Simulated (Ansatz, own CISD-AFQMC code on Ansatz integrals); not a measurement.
CH4SSi, SMILES `C[Si]S` (lower singlet; C–Si–S–H torsion 0°) (charge 0, multiplicity 1). This singlet lies 1.52 eV below the relaxed triplet at the level frozen-core CCSD(T)/cc-pVTZ // B3LYP-D3(BJ)/def2-TZVP (Ansatz).

Cartesian coordinates (Å):
```xyz
7

C     -0.8681     0.1871     0.1894
Si     0.0203    -1.4818    -0.0829
S      2.0663    -0.8105    -0.0941
H     -1.9508     0.0540     0.2274
H     -0.6353     0.8853    -0.6206
H     -0.5447     0.6501     1.1267
H      1.9122     0.5158     0.0942
```
Charge 0, multiplicity 1.

Frozen-core correlation energies in cc-pVDZ at a geometry from B3LYP-D3(BJ)/def2-TZVP, on an HF energy of -726.65577 Ha (<S^2> = 0.00, restricted and unstable towards unrestricted orbitals). Wave-function levels are from Ansatz, the walk from an own CISD-AFQMC code on Ansatz integrals (time step 0.005/Ha, trial state from CCSD amplitudes, largest double 0.09).

```csv
level,correlation energy (mHa)
MP2,-362.7
CCSD,-409.9
CCSD(T),-422.7
```

**Question.** What correlation energy does phaseless AFQMC give, and where does it lie among these levels?

**Answer.** -424.8 ± 0.3 mHa (one standard error). AFQMC minus each level: MP2 -62.1 mHa, CCSD -14.9 mHa, CCSD(T) -2.0 mHa.
